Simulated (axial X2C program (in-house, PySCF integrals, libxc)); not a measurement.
# Bond lengths and stretching modes, held linear, of NSnO²⁺

Calculated with an axial X2C code built on PySCF integrals: two-component X2C with atomic mean-field Coulomb and Gaunt terms, Gaussian nuclei, basis N dyall-av3z, Sn dyall-v3z, O dyall-av3z with contracted cores. Spin-free rows use the one-electron spin-free X2C Hamiltonian.

Masses N 14.003, Sn 119.902, O 15.995 u. States: 2c Ω = 1/2 (beyond evenly filled blocks: ω = 1/2); spin-free M_S = 3/2, Λ = 1 (beyond evenly filled blocks: 2 × π+α, π+β, 2 × π-α).

PBE0, spin-free: energies above the lowest point

| r(N–Sn) (Å) | r(Sn–O) (Å) | E (meV) |
| --- | --- | --- |
| 2.3264 | 2.0212 | 0.00 |
| 2.3264 | 2.0730 | 46.29 |
| 2.3264 | 2.1248 | 105.89 |
| 2.3860 | 2.0212 | 14.08 |
| 2.3860 | 2.0730 | 53.05 |
| 2.3860 | 2.1248 | 105.86 |
| 2.3860 | 2.1766 | 164.41 |
| 2.4457 | 2.0212 | 34.54 |
| 2.4457 | 2.0730 | 67.41 |
| 2.4457 | 2.1248 | 114.66 |
| 2.5053 | 2.0730 | 87.34 |
| 2.5053 | 2.1766 | 179.85 |

Problem. Fit a quadratic surface with cubic terms in each bond: where is the minimum, and what are the two stretching wavenumbers?

Solution. At PBE0, spin-free: bonds 2.249 and 1.948 Å; harmonic stretches 261.9 and 524.1 cm⁻¹; force constants 0.591, 2.12 and coupling -0.29 mdyn/Å.

The other levels and Hamiltonians give:

```csv
Hamiltonian,level,r(N–Sn) (Å),r(Sn–O) (Å),lower stretch (cm⁻¹),upper stretch (cm⁻¹)
2c,PBE0,2.384,2.067,221.2,372.8
2c,HF,2.462,2.394,83.5,300.1
spin-free,BHandHLYP,2.465,2.150,59.8,281.8
```

Each state is one determinant, the lowest of a limited PBE0 search; the stretches come from a fit to these few points and carry an uncertainty of a few per cent. Other orders of the atoms were not compared. Left out for rough or failed fits: BHandHLYP 2c, MP2 2c, HF spin-free, MP2 spin-free. The levels spread by more than a fifth, so the stretches depend strongly on the method. A multiply charged ion may be only metastable. The molecule was held linear; bending was not examined, so a bent shape may lie lower. Note: functional without a current term on a determinant with orbital currents, of the molecule or an atom. Note: several unpaired electrons, one determinant need not be a pure state.
